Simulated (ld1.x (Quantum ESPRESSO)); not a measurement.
What the settings do to the TM semilocal potential of Er (Z = 68)

Base potential:

Er, norm-conserving Troullier–Martins (semilocal form), made with ld1.x (Quantum ESPRESSO) 7.5 (PBE, scalar-relativistic). Core [Kr] 4d10, reference 4f12 5s2 5p6 5d0.5 6s1.5 6p0. Waves: 5s (bound): rc 1.45 bohr; 5p (bound): rc 2.30 bohr; 5d (bound): rc 2.30 bohr; 4f (bound): rc 0.60 bohr. Local part: the f channel. Core correction: a·sin(br)/r model core inside 0.45 bohr.

Occupied shells without a wave of their own: 6s. They enter only through the test configuration that unscreens the potential, and ld1.x also counts them in the model core charge.

All-electron outer shells of the reference configuration (PBE, scalar-relativistic, ld1.x):

```tsv
shell	level (eV)	outermost node (bohr)	outermost maximum (bohr)
4p	-314.28	0.27	0.49
4d	-165.06	0.25	0.51
5s	-51.52	0.60	1.11
5p	-26.08	0.65	1.28
6s	-3.77	1.52	3.38
4f	-2.84	–	0.51
6p	-1.15	1.87	4.86
5d	-0.81	0.73	2.16
```

Cutoffs, loose and tight: the cutoffs (Ry, on a coarse ladder) from which the occupation-weighted sum of valence levels, in a spherical-Bessel basis at the reference potential, stays within 10 and 1 mRy of its value at 400 Ry. They do not see the model core or the augmentation charge, which bear on the density cutoff. Test errors are all-electron minus pseudo excitation energies from the reference, over the configurations 4f12 5s2 5p6 5d0 6s2 6p0; 4f12 5s2 5p6 5d0 6s1 6p0; 4f12 5s2 5p6 5d0 6s0 6p0; 4f12 5s2 5p6 5d0 6s1.5 6p0; 4f12 5s1 5p6 5d0 6s2 6p0; 4f11 5s2 5p6 5d0 6s0 6p0; 4f12 5s2 5p6 5d1 6s1 6p0. A dash means not determined; rows that change the core or the reference have their own tests.

With those shells counted twice in exchange and correlation these files are broken, and their errors move erratically; no question is asked of them.

Cutoffs are not given where the Bessel-basis levels miss the radial ones by over 6 mRy, ghosts where they miss by over 20 mRy; a channel whose overlap is not positive is not tested.

A semilocal file is local in each channel, so a ghost entry of none says nothing of the separable form that plane-wave codes build from it.

```tsv
change	outcome	bound ghosts	largest test error (meV)
base	generated	not determined	-759
wave 5s (bound): rc 1.45 bohr becomes 5s (bound): rc 0.98 bohr	generated	not determined	-707
wave 5s (bound): rc 1.45 bohr becomes 5s (bound): rc 1.14 bohr	generated	not determined	-510
wave 5s (bound): rc 1.45 bohr becomes 5s (bound): rc 1.30 bohr	generated	not determined	-530
wave 5s (bound): rc 1.45 bohr becomes 5s (bound): rc 1.40 bohr	generated	not determined	-631
wave 5s (bound): rc 1.45 bohr becomes 5s (bound): rc 1.52 bohr	generated	not determined	-956
wave 5s (bound): rc 1.45 bohr becomes 5s (bound): rc 1.76 bohr	generated, misses its reference levels by 0.33 eV	not determined	-1919
wave 5s (bound): rc 1.45 bohr becomes 5s (bound): rc 1.82 bohr	generated, misses its reference levels by 0.47 eV	not determined	-2573
wave 5s (bound): rc 1.45 bohr becomes 5s (bound): rc 2.00 bohr	generated, misses its reference levels by 0.89 eV	not determined	-4472
wave 5s (bound): rc 1.45 bohr becomes 5s (bound): rc 2.16 bohr	generated, misses its reference levels by 1.28 eV	not determined	-5772
```
